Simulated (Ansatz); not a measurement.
Relaxation of GeH$_{5}$NSSi (9 atoms, charge 0, multiplicity 1), to a largest force component of 0.015 eV/Å in at most 40 steps.

Computed with Ansatz, RKS B3LYP-D4/def2-SVP.

```xyz
9
Properties=species:S:1:pos:R:3
N -0.639 1.578 -0.465
Ge 0.459 0.153 -0.495
Si -0.021 -1.386 1.124
S -0.613 -1.730 -0.855
H -0.748 1.937 0.507
H -1.646 1.273 -0.716
H 1.803 0.226 -1.310
H -1.014 -0.957 2.059
H 1.173 -2.199 1.549
```

**Question.** Where does it end, and by what steps?

**Answer.** It converged. After 12 steps the energy has fallen by 0.617 eV; H6 moved furthest, 1.17 Å.

```
step  energy less start (eV)  largest force component (eV/Å)  accepted
   0                  0.0000                           3.106       yes
   1                 -0.4672                           1.041       yes
   2                 -0.5164                           0.207       yes
   3                 -0.5259                           0.190       yes
   4                 -0.5288                           0.743       yes
   5                 -0.5680                           0.173       yes
   6                 -0.5957                           0.118       yes
   7                 -0.5873                           0.420        no
   8                 -0.6069                           0.094       yes
   9                 -0.6138                           0.092       yes
  10                 -0.6066                           0.309        no
  11                 -0.6169                           0.017       yes
  12                 -0.6172                           0.012       yes
```

```xyz
9
Properties=species:S:1:pos:R:3
N -0.606 1.713 -0.365
Ge 0.356 0.154 -0.370
Si 0.131 -1.504 1.220
S -0.816 -1.861 -0.680
H -1.387 1.729 0.288
H -0.935 2.018 -1.280
H 1.477 0.285 -1.409
H -0.752 -1.272 2.396
H 1.285 -2.366 1.598
```

Time of the run: 39 s on 2 threads of Arm Neoverse V2, with other jobs on the host, peak memory 0.26 GiB.
